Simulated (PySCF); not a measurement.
Species: C₄H₆FO₂ (doublet state).
Atom-mapped SMILES: `[CH2:1][O:2]/[CH:3]=[C:4](/[F:5])[O:6][CH3:7]` (hydrogens: H8, H9 on C1; H10 on C3; H11, H12, H13 on C7)

Cartesian coordinates in Å at the GFN2-xTB level; atoms count from 1:
```
atom  x, y, z in Å
C1     2.868   -0.918    0.007
O2     1.535   -0.790    0.059
C3     0.981    0.428    0.082
C4    -0.349    0.608    0.205
F5    -0.817    1.883    0.187
O6    -1.269   -0.348    0.387
C7    -2.573   -0.083   -0.106
H8     3.502   -0.057   -0.088
H9     3.223   -1.921   -0.099
H10    1.624    1.297    0.023
H11   -3.159   -0.969    0.125
H12   -2.558    0.081   -1.188
H13   -3.012    0.789    0.386
```

The hyperfine couplings belong to this conformer and change with its torsions.

Level of theory: UKS B3LYP, pcH-1 on C F H O, non-relativistic, mean-field spin-orbit, GIAO in PySCF 2.14.0. Isolated species at its GFN2-xTB geometry (one conformer only). A GFN2-xTB geometry isn't a minimum of the functional, and hyperfine couplings can be far from their values at a DFT geometry. The SCF solution wasn't tested for stability.

Mulliken spin populations: C1 +0.920, O2 +0.116, C3 -0.064, C4 +0.096, F5 +0.005, O6 +0.008, C7 0.000, H8 -0.042, H9 -0.041, H10 +0.002, H11 0.000, H12 +0.002, H13 0.000.

(1) What dipolar couplings does the calculation give for H10, H11, H12, H13?

(2) Estimate them with point dipoles: put each population ρk at its nucleus, leave out the nucleus itself and the atom bound to it, and sum T = Σ [ρk/(2S)]·C·(3 n nᵀ − 1)/r³ with C = μ0 gₑ μB g_N μN/(4π h) = 79.06 MHz Å³.

(3) If all the spin sat on C1, T∥ = 2C/r³. What distance does the computed T3 of H11 then imply?

## Answers

(1) 
| atom | position | distance from C1 (Å) | T1 (MHz) | T2 | T3 |
| --- | --- | --- | --- | --- | --- |
| H10 | γ, 3 bonds from C1 | 2.54 | -3.97 | -3.82 | 7.79 |
| H11 | 6 bonds from C1 | 6.03 | -0.63 | -0.60 | 1.23 |
| H12 | 6 bonds from C1 | 5.65 | -0.77 | -0.73 | 1.50 |
| H13 | 6 bonds from C1 | 6.13 | -0.70 | -0.66 | 1.36 |

(2) 
```csv
atom,T1 (MHz),T2,T3,"T3, computed",difference in T3 (%)
H10,-5.96,-2.91,8.88,7.79,+14
H11,-0.63,-0.53,1.16,1.23,-5
H12,-0.84,-0.69,1.53,1.50,+2
H13,-0.76,-0.72,1.48,1.36,+9
```

In T3 the estimate is closest for H12 (+2 %, 5.65 Å from C1) and worst for H10 (+14 %, 2.54 Å).

(3) r = (2 × 79.06/1.23)^(1/3) = 5.05 Å, against 6.03 Å in the structure.

Time: 35 s (grids of density and orbitals included); peak memory 0.88 GiB. Hardware: one thread of an Arm Neoverse V2, shared host with 96 logical CPUs at a one-minute load of 62.
